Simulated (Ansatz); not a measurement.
`B[CH2][AlH][CH3]` + `[NH2][SnH2][OH]` → `C[NH][SnH2][OH]` + `B[CH2][AlH2]`  (substitution at a C–Al bond)

Calculated with Ansatz (gas phase, PBE0-D4/def2-TZVP geometries, no zero-point term in ΔE). CCSD(T)/CBS is the MP2 limit (def2-TZVPP, def2-QZVPP) plus CCSD(T) − MP2 in def2-TZVPP, frozen cores. DFT in def2-TZVPP. B3LYP here is the variant with VWN-RPA as its local correlation; programs differ in this. Elements past krypton have def2 core potentials. For Sn outer-core shells are correlated without core-valence functions, which leaves a few kJ/mol of doubt a bond. One conformer a species, not always the lowest.

| level | ΔE (kJ/mol) | difference from CCSD(T)/CBS |
| --- | --- | --- |
| PBE-D4 | 83.6 | -0.7 |
| r2SCAN-D4 | 89.0 | 4.7 |
| PBE0-D4 | 84.2 | -0.1 |
| B3LYP-D4 | 80.4 | -3.9 |
| ωB97X-V | 79.3 | -5.0 |
| ωB97M-V | 85.6 | 1.3 |
| B2PLYP | 83.0 | -1.3 |
| PBE | 84.8 | 0.5 |
| r2SCAN | 89.2 | 4.9 |
| PBE0 | 85.1 | 0.8 |
| B3LYP | 82.3 | -2.0 |
| HF/def2-TZVPP | 73.5 | -10.8 |
| MP2/def2-TZVPP | 85.2 | 0.9 |
| SCS-MP2/def2-TZVPP | 79.3 | -5.0 |
| CCSD/def2-TZVPP | 81.1 | -3.2 |
| CCSD(T)/def2-TZVPP | 81.8 | -2.5 |
| HF/def2-QZVPP | 73.5 | -10.8 |
| MP2/def2-QZVPP | 86.6 | 2.3 |
| SCS-MP2/def2-QZVPP | 81.0 | -3.3 |
| HF/CBS(def2) | 73.5 | -10.8 |
| MP2/CBS(def2) | 87.7 | 3.4 |
| CCSD/CBS(def2) | 83.6 | -0.7 |
| CCSD(T)/CBS | 84.3 | 0 |

Largest T1 diagnostic among the species: 0.013.

In def2-TZVPP, CCSD(T) changes the Hartree–Fock value by +8.3 kJ/mol (the triples alone add +0.7 kJ/mol) and MP2 by +11.7 kJ/mol.
